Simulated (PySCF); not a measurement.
CH3AlCl, SMILES [Cl][Al+][CH3], charge +1. Atoms are numbered in the order given.

```xyz
6

Al     0.0000     0.0000    -0.4109
C      0.0000     0.0000    -2.3218
H     -0.8933    -0.5158    -2.6800
H      0.8933    -0.5158    -2.6800
H      0.0000     1.0315    -2.6800
Cl     0.0000     0.0000     1.6066
```
Charge +1, spin multiplicity 1.

The structure is a stationary point at B3LYP-D3(BJ)/def2-TZVP. The spin state was assumed, not searched. The isomer is the one that the SMILES or the coordinates give; other isomers of the formula were not compared.

Level of theory: TDA-LC-ωPBE/def2-SVPD in PySCF.

Vertical excitations; the highest root listed may be one member of a degenerate set. The molecule is in vacuum. State labels are in the subgroup Cs.

```tsv
state	symmetry	energy (eV)	λ (nm)	f	main pairs
S1	A'	7.25	171	0.016	HOMO−2→LUMO (degenerate set)
S2	A"	7.25	171	0.016	HOMO−1→LUMO (degenerate set)
S3	A"	7.73	160	0.000	HOMO−2→LUMO+1 48 %, HOMO−1→LUMO+2 48 %
S4	A"	7.76	160	0.068	HOMO→LUMO+1 (degenerate set)
S5	A'	7.76	160	0.068	HOMO→LUMO+2 (degenerate set)
S6	A'	7.79	159	0.001	HOMO−1→LUMO+1, HOMO−2→LUMO+2 (degenerate set)
S7	A"	7.79	159	0.001	HOMO−1→LUMO+2, HOMO−2→LUMO+1 (degenerate set)
S8	A'	7.85	158	0.287	HOMO→LUMO 79 %
S9	A'	8.91	139	0.437	HOMO−2→LUMO+2 29 %, HOMO−1→LUMO+1 29 %, HOMO−5→LUMO 24 %, HOMO→LUMO 10 %
S10	A'	9.19	135	0.022	HOMO−4→LUMO 93 %
T1	A'	5.96	208	0	HOMO→LUMO 92 %
T2	A"	6.77	183	0	HOMO−1→LUMO (degenerate set)
T3	A'	6.77	183	0	HOMO−2→LUMO (degenerate set)
T4	A'	6.86	181	0	HOMO→LUMO+2 94 %
```
Triplets are in the Tamm–Dancoff approximation.
